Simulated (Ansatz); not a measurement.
Total energies of 1-butyl-3-methylimidazolium (C₈H₁₅N₂⁺) from Ansatz at PBE0-D4/def2-TZVP, gas phase (1 Eh = 27.2114 eV = 2625.5 kJ/mol). The reference geometry is relaxed at PBE0-D4/def2-SVP.

```xyz
25

C    -3.336    0.504   -1.077
C    -1.827    0.676   -1.132
C    -1.099   -0.608   -1.507
C     0.411   -0.471   -1.621
N     1.047   -0.093   -0.352
C     1.512    1.154   -0.017
C     1.978    1.080    1.264
N     1.784   -0.214    1.685
C     2.163   -0.747    2.986
C     1.219   -0.902    0.693
H    -3.738    0.181   -2.051
H    -3.836    1.446   -0.808
H    -3.628   -0.252   -0.331
H    -1.568    1.463   -1.864
H    -1.464    1.040   -0.154
H    -1.343   -1.410   -0.787
H    -1.457   -0.972   -2.485
H     0.879   -1.407   -1.959
H     0.685    0.309   -2.346
H     1.477    1.993   -0.708
H     2.429    1.839    1.899
H     1.772   -1.766    3.086
H     1.734   -0.119    3.778
H     3.257   -0.766    3.078
H     0.948   -1.956    0.729
```

```tsv
state	geometry	energy (Eh)
charge 1 singlet	reference	-422.83442
charge 0 doublet	reference	-422.95134
charge 0 doublet	relaxed at PBE0-D4/def2-SVP	-422.97306
```

Task: Work out the vertical electron affinity, to the doublet.

Result: E(charge 1 singlet) − E(charge 0 doublet) = -422.83442 − (-422.95134) = 0.11692 Eh = 3.18 eV.

Task: How much does the charge 0 doublet relax, and what is the adiabatic electron affinity?

Result: Relaxation: -422.95134 − (-422.97306) = 0.02172 Eh = 0.59 eV. Adiabatic electron affinity: 0.13864 Eh = 3.77 eV, without zero-point energy.
